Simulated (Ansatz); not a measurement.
System: selenophen-3-ol, C4H4OSe (charge 0, singlet). SMILES: c1(c[se]cc1)O
Coordinates optimised at B3LYP-D3(BJ)/def2-TZVP (Ansatz, an electronic-structure program):
```xyz
10

O      2.6561    -0.8820     0.0764
C      1.3229    -0.5798     0.0452
C      0.2909    -1.5727     0.0837
C     -0.9716    -1.0782     0.0436
Se    -0.9797     0.7858    -0.0517
C      0.8887     0.7063    -0.0256
H      2.7672    -1.8370     0.1264
H      0.5055    -2.6332     0.1404
H     -1.8927    -1.6364     0.0613
H      1.4980     1.5927    -0.0637
```
Charge 0, spin multiplicity 1.

Quantity: vertical triplet-singlet gap (E(triplet) - E(singlet); each state is the SCF solution reached for its spin; the UHF <S^2> is 2.17 for the triplet (pure: 2.00); for the singlet the Hartree-Fock reference is unstable and T1 is 0.014), in kJ/mol. Cores are frozen in the correlated levels unless marked. Open shells are spin-unrestricted. No spin-orbit coupling. The frozen core is the preceding noble-gas configuration, with the filled d and f shells of earlier blocks. No relativistic terms. Basis-set limits of correlation are two-point, X^-3; Hartree-Fock from the larger set. The bracket is a focal-point correction in the basis named.

| level | program | vertical triplet-singlet gap (kJ/mol) |
|---|---|---|
| HF/aug-cc-pVDZ | Ansatz | 259.5 |
| B3LYP/def2-TZVPD | Ansatz | 329.5 |
| B2PLYP/def2-TZVPD | Ansatz | 347.9 |
| MP2/aug-cc-pVTZ | Ansatz | 416.5 |

Problem. What does RI-MP2/CBS(aug-cc-pVTZ,aug-cc-pVQZ)+[CCSD(T)-MP2]/aug-cc-pVTZ (Ansatz) give?

Solution. 357.9 kJ/mol
